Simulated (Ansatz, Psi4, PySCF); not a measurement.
HAl (SMILES [AlH]), singlet, at a GFN2-xTB geometry (such geometries of metal compounds can be far from the true shape). Base run: MP2/cc-pVTZ (PySCF).

Input for PySCF:
```python
from pyscf import gto, scf, mp

mol = gto.M(
    atom='''
Al   -0.000000   -0.000000   -0.115220
H     0.000000    0.000000    1.497855
''',
    basis='cc-pvtz',
    charge=0,
    spin=0,
    verbose=3,
)

mf = scf.RHF(mol)
mf.kernel()

pt = mp.MP2(mf)
pt.kernel()
print('E(MP2) = %.10f' % pt.e_tot)
```

The same geometry, method and basis name were run in Ansatz (an electronic-structure program) and Psi4 and PySCF, at each program's defaults and at the settings that a row names. The base is PySCF at its defaults. Differences at the defaults can come from grids, fitting, cores and function types together.

| code and settings | ΔE vs base (mEh) | basis functions | E (Eh) | SCF cycles |
|---|---|---|---|---|
| PySCF, defaults (exact integrals, spherical functions, all electrons correlated) | 0.000 | 48 | -242.58668 | 8 |
| Psi4, defaults (density fitting with its default set, spherical functions, all electrons correlated) | 0.037 | 48 | -242.58664 | 8 |
| Ansatz, defaults (factorised integrals, spherical functions, frozen core) | 63.095 | 48 | -242.52358 | - |
| PySCF, frozen core | 63.095 | 48 | -242.52358 | 8 |
| Psi4, exact integrals, spherical functions, frozen core | 63.095 | 48 | -242.52358 | 8 |
| Ansatz, high accuracy, frozen core | 63.095 | 48 | -242.52358 | - |
